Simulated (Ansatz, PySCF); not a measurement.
Ways to break one bond of CCF [fluoroethane]:

A. CCF [fluoroethane] → [CH3] (CH3) + [CH2]F
B. CCF [fluoroethane] → [CH2]C + F atom

Quantity: bond dissociation energy (enthalpy at 298 K, with B3LYP-D3(BJ) rigid-rotor harmonic-oscillator terms from PySCF), kJ/mol. Each molecule is optimised on its own at B3LYP-D3(BJ)/def2-TZVP (Ansatz, a quantum-chemistry and plane-wave program). Valence correlation only, unless marked. Open shells are spin-unrestricted. No spin-orbit coupling. No relativistic terms. CBS marks a two-point X^-3 extrapolation of the correlation energy; Hartree-Fock from the larger set. The bracket is a focal-point correction in the basis named.

```tsv
	RI-HF/cc-pVQZ (Ansatz)	MP2/STO-3G (Ansatz)	CCSD(T) with core electrons/cc-pwCVTZ (Ansatz)	RI-MP2/CBS(cc-pVTZ,cc-pVQZ)+[CCSD(T)-MP2]/cc-pVTZ (Ansatz)
A	262.4	410.1	382.6	(withheld)
B	288.7	335.2	459.6	(withheld)
```

What belongs in the gaps?


- A, RI-MP2/CBS(cc-pVTZ,cc-pVQZ)+[CCSD(T)-MP2]/cc-pVTZ (Ansatz): 391.1
- B, RI-MP2/CBS(cc-pVTZ,cc-pVQZ)+[CCSD(T)-MP2]/cc-pVTZ (Ansatz): 477.0
